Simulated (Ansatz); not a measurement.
Stepwise reaction of `[CH3][Zr]([OH])([OH])[F]` with hydrogen fluoride, as a gas-phase model of exchange steps in deposition or etching. ΔE in kJ/mol; ΔG adds harmonic PBE0-D4 terms to CCSD(T)/CBS, at 1 bar.

Gas-phase electronic energies from Ansatz, PBE0-D4/def2-TZVP geometries. CCSD(T)/CBS adds triple-zeta CCSD(T) − MP2 to the extrapolated MP2 energy (def2 sets, frozen cores). This one scheme is used for every species. DFT in def2-TZVPP. B3LYP here is the variant with VWN-RPA as its local correlation; programs differ in this. def2 core potentials past Kr. For Zr outer-core shells are correlated without core-valence functions, which leaves a few kJ/mol of doubt a bond. Each species was taken in one conformer, which may not be the lowest.

```csv
step,reaction,PBE-D4,B3LYP-D4,ωB97M-V,CCSD(T)/CBS,ΔG(400 K)
1,`[CH3][Zr]([OH])([OH])[F]` + H–F → `[CH3][Zr]([OH])([F])[F]` + H₂O,-53.8,-51.4,-51.3,-45.9,-43.2
```

(1) Give the row of step 2, `[CH3][Zr]([OH])([F])[F]` + H–F → `[CH3][Zr]([F])([F])[F]` + H₂O. (Best estimate.)

(2) By hand: ΔE of the 2 steps together at CCSD(T)/CBS.

## Answers

(1) Ansatz gave: 
```
step                                                          reaction  PBE-D4  B3LYP-D4  ωB97M-V  CCSD(T)/CBS  ΔG(400 K)
   2  `[CH3][Zr]([OH])([F])[F]` + H–F → `[CH3][Zr]([F])([F])[F]` + H₂O   -50.3     -47.4    -47.2        -41.9      -36.1
```

(2) (-45.9) + (-41.9) = -87.8 kJ/mol, or -43.9 kJ/mol a step.

In ΔE the steps differ by no more than 4.0 kJ/mol. All are downhill at CCSD(T)/CBS. ΔG lies between -43.2 and -36.1 kJ/mol a step. PBE-D4 differs from CCSD(T)/CBS by -8.4 to -7.9 kJ/mol a step. Only this route is followed, and other bonds may react first. Isolated molecules leave out the surface, adducts and barriers. Largest T1 diagnostic: 0.017.
